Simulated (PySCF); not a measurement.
Cartesian coordinates (Å):
```xyz
7

W      0.0000     0.0000     0.0000
Cl     0.5382    -1.8315    -1.3056
Cl    -1.0580    -1.3908     1.5149
Cl    -1.9846     0.2450    -1.1617
Cl     1.0580     1.3908    -1.5149
Cl     1.9846    -0.2450     1.1617
Cl    -0.5382     1.8315     1.3056
```
Charge 0, spin multiplicity 1.

Question: Predict the dipole moment, total energy and HOMO–LUMO gap from TPSSh-D3(BJ)/def2-TZVP // r2SCAN-D4/def2-SVP run with PySCF.

Answer: 
dipole moment: 0.00 D
total energy: -2828.7414 Ha
HOMO–LUMO gap: 2.91 eV
